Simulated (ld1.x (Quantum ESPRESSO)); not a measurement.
**Before and after: TM potential for Pt (Z = 78)**

ld1.x (Quantum ESPRESSO) 7.5 input, shortened:

```
&input
   title='Pt', zed=78., rel=2, dft='PZ', iswitch=3,
   config='[Xe] 4f14 5d10 5f-2 6s0 6p0', rel_dist='average'
 /
 &inputp
   pseudotype=2, tm=.true., lloc=0,
   nlcc=.true.
 /
4
5P  2  1   6.00   0.00  1.35  1.35  0.0
5D  3  2  10.00   0.00  2.05  2.05  0.0
5F  4  3  -2.00  -0.10  2.35  2.35  0.0
6S  1  0   0.00   0.00  2.25  2.25  0.0
 &test
   configts(1)='5p6 5d10 6s0 6p0'
 /
```

Open shells are filled in proportion to 2j + 1 (rel_dist='average').

Change: reference 5p6 5d9 6s1 6p0.

Cutoffs: the cutoffs (Ry, on a coarse ladder) from which the occupation-weighted sum of valence levels, in a spherical-Bessel basis at the reference potential, stays within 10 and 1 mRy of its value at 400 Ry; they do not see the model core or the augmentation charge, which bear on the density cutoff. Errors are all-electron minus pseudo energies relative to the spin-unpolarised reference configuration.

**Question.** What does the change do?

**Answer.** The potential gets neither clearly harder nor softer (100 Ry and 140 Ry → 100 Ry and 140 Ry); neither file shows a bound ghost at the reference potential, the only one tested.

| quantity | base | changed |
| --- | --- | --- |
| cutoff, loose | 100 Ry | 100 Ry |
| cutoff, tight | 140 Ry | 140 Ry |
| bound ghosts | none | none |
| largest error over its own tests, meV | -738 | -696 |
| s: phases at 2.55 bohr within 0.05 rad from the reference energy up to (Ry; the scan ends near 5) | 3.2 | 3.1 |
| p1/2: phases at 2.55 bohr within 0.05 rad from the reference energy up to (Ry; the scan ends near 5) | -1.1 | -1.2 |
| p3/2: phases at 2.55 bohr within 0.05 rad from the reference energy up to (Ry; the scan ends near 5) | -0.7 | -0.8 |
| d3/2: phases at 2.55 bohr within 0.05 rad from the reference energy up to (Ry; the scan ends near 5) | 1.5 | 1.4 |
| d5/2: phases at 2.55 bohr within 0.05 rad from the reference energy up to (Ry; the scan ends near 5) | 1.6 | 1.5 |
| f5/2: phases at 2.55 bohr within 0.05 rad from the reference energy up to (Ry; the scan ends near 5) | 2.0 | 2.0 |
| f7/2: phases at 2.55 bohr within 0.05 rad from the reference energy up to (Ry; the scan ends near 5) | 5.0 | 4.8 |

Base: These tests converged, but a pseudo level misses the all-electron one widely, so the file describes the atom poorly there or has found another state: 5p6 5d8 6s0 6p0: empty 6p by 2.1 eV; 5p6 5d6 6s0 6p0: empty 6p by 4.2 eV. Changed file: These tests converged, but a pseudo level misses the all-electron one widely, so the file describes the atom poorly there or has found another state: 5p6 5d8 6s0 6p0: empty 6p by 2.1 eV; 5p6 5d7 6s0 6p0: empty 6p by 3.1 eV.
